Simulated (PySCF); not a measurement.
## Spin-rotation constants: SMILES CC(=O)OC1=CC[SiH2]O1, C₅H₈O₃Si

Cartesian coordinates in Å; atom numbers follow the order of the lines, from 1:
```xyz
17

C    -3.347   -0.328   -0.524
C    -2.047   -0.287    0.234
O    -1.923   -0.489    1.410
O    -1.042    0.002   -0.611
C     0.270    0.086   -0.220
C     0.836   -0.064    0.970
C     2.328    0.115    0.966
Si    2.654    0.493   -0.879
O     1.056    0.377   -1.290
H    -3.418    0.531   -1.186
H    -3.373   -1.229   -1.132
H    -4.176   -0.341    0.177
H     0.292   -0.292    1.866
H     2.817   -0.789    1.333
H     2.613    0.917    1.648
H     3.370   -0.547   -1.607
H     3.083    1.857   -1.166
```

Method: GIAO PBE0/pcSseg-1 magnetisability, rotational g tensor and spin-rotation constants, non-relativistic, gas phase (PySCF). Geometry: GFN2-xTB.

(1) Give the nuclear spin-rotation constants along the inertial axes (H = +C I·J) beside the isotropic shieldings.

## Answers

(1) Rotational constants 3.9417, 0.7768, 0.6594 GHz. A star marks the isotopologue with that one atom substituted, in its own axes.
| atom | isotope | Caa (kHz) | Cbb (kHz) | Ccc (kHz) | mean (kHz) | σ (ppm) |
| --- | --- | --- | --- | --- | --- | --- |
| H10 | 1H | -0.431 | -0.025 | -0.032 | -0.163 | 29.5 |
| H11 | 1H | -0.422 | -0.069 | 0.005 | -0.162 | 29.3 |
| H12 | 1H | 0.005 | -0.065 | -0.074 | -0.044 | 29.8 |
| H13 | 1H | -0.114 | 0.017 | -0.069 | -0.055 | 25.6 |
| H14 | 1H | -0.403 | -0.043 | -0.019 | -0.155 | 29.6 |
| H15 | 1H | -0.401 | -0.042 | -0.020 | -0.154 | 29.6 |
| H16 | 1H | -0.242 | -0.060 | 0.008 | -0.098 | 26.5 |
| H17 | 1H | -0.238 | -0.060 | 0.007 | -0.097 | 26.5 |
| C1 | 13C* | 0.494 | 0.114 | 0.117 | 0.242 | 162.4 |
| C2 | 13C* | 2.169 | 0.237 | 0.174 | 0.860 | 14.7 |
| O3 | 17O* | -2.209 | -0.502 | -0.058 | -0.923 | -131.3 |
| O4 | 17O* | -0.962 | -0.289 | -0.101 | -0.451 | 84.0 |
| C5 | 13C* | 2.029 | 0.225 | 0.185 | 0.813 | 23.6 |
| C6 | 13C* | 1.372 | 0.199 | 0.088 | 0.553 | 100.4 |
| C7 | 13C* | 0.418 | 0.119 | 0.102 | 0.213 | 170.8 |
| Si8 | 29Si* | -2.410 | -0.478 | -0.426 | -1.105 | 354.3 |
| O9 | 17O* | -0.776 | -0.082 | -0.081 | -0.313 | 223.1 |

For the geometry as given, no vibrational averaging.
